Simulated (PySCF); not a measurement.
Molecule: SMILES C1C([SiH2]/C=C/[SiH3])C1, C5H12Si2.

Bonds (- single, = double, # triple, : aromatic): Si1-C2, C2=C3, C3-Si4, Si4-C5, C5-C6, C6-C7, C7-C5. Si1 carries H8, H9, H10; C2 carries H11; C3 carries H12; Si4 carries H13, H14; C5 carries H15; C6 carries H16, H17; C7 carries H18, H19. Stereochemistry as in [SiH3]/C=C/[SiH2]C1CC1. H16, H18 are cis to Si4 on the ring; H17, H19 are trans to Si4 on the ring.

Frames of a GFN2-xTB Langevin trajectory at 200 K; GIAO PBE0/pcSseg-1 shieldings in PySCF, gas phase, non-relativistic; equivalent atoms averaged within each frame.

Shifts are taken against calculated references (same method and geometry level): ²⁹Si (349.16 ppm), ¹³C (186.93 ppm), ¹H (31.72 ppm) vs TMS. The references are static minima.

Q: How do the shifts (ppm) fluctuate along the trajectory?

A: 
| time (fs) | Si4 | Si1 | C3 | C2 | C6/C7 | C5 | H11 | H12 | H8/H9/H10 | H13/H14 |
| --- | --- | --- | --- | --- | --- | --- | --- | --- | --- | --- |
| 250 | -31.3 | -72.4 | 156.7 | 156.6 | 3.4 | -3.9 | 8.19 | 7.50 | 4.47 | 3.70 |
| 425 | -29.4 | -67.9 | 157.9 | 148.9 | 4.5 | -7.8 | 7.62 | 7.84 | 4.32 | 4.67 |
| 625 | -45.0 | -78.6 | 158.9 | 145.3 | 11.0 | -10.0 | 7.30 | 7.72 | 4.77 | 5.06 |
| 800 | -42.4 | -76.8 | 158.3 | 160.8 | 8.7 | -5.3 | 6.60 | 7.35 | 4.42 | 4.46 |
| 1000 | -47.5 | -75.1 | 154.9 | 161.4 | 1.3 | 1.9 | 7.08 | 6.73 | 4.57 | 4.63 |
| mean of frames | -39.1 | -74.1 | 157.3 | 154.6 | 5.8 | -5.0 | 7.36 | 7.43 | 4.51 | 4.50 |
| standard deviation | 8.2 | 4.2 | 1.6 | 7.2 | 4.0 | 4.5 | 0.60 | 0.43 | 0.17 | 0.50 |

5 frames give an uncertainty of the mean of about the standard deviation over 2.2 at best, since frames this close in time may not be independent; classical motion lacks zero-point vibration, and the reference would need the same averaging.
